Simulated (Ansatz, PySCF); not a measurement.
Process, species as SMILES: C[SiH](C)N[SiH3] → C[Si](C)N[SiH3] + H atom (the H-Si bond at the site shown breaks; other sites are not compared here)
Structures are relaxed separately at B3LYP-D3(BJ)/def2-TZVP in Ansatz (a quantum-chemistry and plane-wave program), one conformer each, not searched for the lowest.
Geometry of the first species:
```
Si
N 1 1.7377
H 2 1.0104 1 115.96
Si 2 1.7270 3 114.41 1 176.07
H 4 1.4820 2 107.77 3 4.56
H 4 1.4836 5 109.05 2 -121.55
H 4 1.4849 5 108.78 6 -116.06
H 1 1.4891 2 110.31 3 63.76
C 1 1.8706 8 109.07 2 -118.19
H 9 1.0920 1 111.78 8 60.63
H 9 1.0921 10 108.10 1 -122.96
H 9 1.0922 10 107.52 11 -116.16
C 1 1.8717 8 107.64 2 120.73
H 13 1.0922 1 110.93 8 177.29
H 13 1.0927 14 107.88 1 -121.97
H 13 1.0928 14 108.26 15 -116.07
```
Charge 0, spin multiplicity 1.

Property: bond dissociation energy (0 K, with B3LYP-D3(BJ) harmonic zero-point energies from PySCF), in eV. Cores are frozen in the correlated levels unless marked. Open shells are spin-unrestricted. No spin-orbit coupling. No relativistic terms. Basis-set limits of correlation are two-point, X^-3; Hartree-Fock from the larger set.

CCSD(T)/CBS(cc-pV(T+d)Z,cc-pV(Q+d)Z) (Ansatz) gives 4.02 eV.

### Question
Another calculation gave 3.78 eV. Which level was it?
(A) wB97M-V/def2-TZVPD (Ansatz)
(B) revPBE/def2-TZVPD (Ansatz)
(C) r2SCANh/def2-TZVPD (Ansatz)

### Answer
C, r2SCANh/def2-TZVPD (Ansatz). The others give 4.03 (wB97M-V), 3.60 (revPBE) eV.
